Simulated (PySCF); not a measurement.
# Which element holds O most strongly?

PBE in PySCF with def2-TZVPP on every atom (core potentials on Ru, Sb), for the lowest determinant that a PBE0 search found; no spin–orbit coupling. D0 is De less the harmonic zero-point energy.

```tsv
M	state (unpaired electrons)	Re (Å)	ωe (cm⁻¹)	D0(MO) (eV)
Zn	triplet (σ ↑, π ↑)	1.883	491	1.60
Sb	doublet (π ↑)	1.837	815	4.73
As	doublet (π ↑)	1.643	956	5.47
Ru	quintet (σ ↑, π ↑↑, δ ↑)	1.707	895	5.80
P	doublet (π ↑)	1.497	1200	6.56
Al	doublet (σ ↑)	1.633	957	5.64
Ga	doublet (σ ↑)	1.711	757	4.75
```

Question: Order the elements by D0 and give the energy of GaO + Al → AlO + Ga.

Answer: P > Ru > Al > As > Ga > Sb > Zn; ΔE = 4.75 − 5.64 = -0.89 eV at PBE/def2-TZVPP. Close neighbours can swap at other levels.

The metal atom is held in its measured ground configuration; semilocal functionals can put another filling of s and d lower by some tenths of an eV, and De to that atom would be smaller. These are scalar-relativistic numbers at best; spin–orbit coupling would shift them, the dissociation energy most. States were picked by a PBE0 search and need not be the measured ground states.
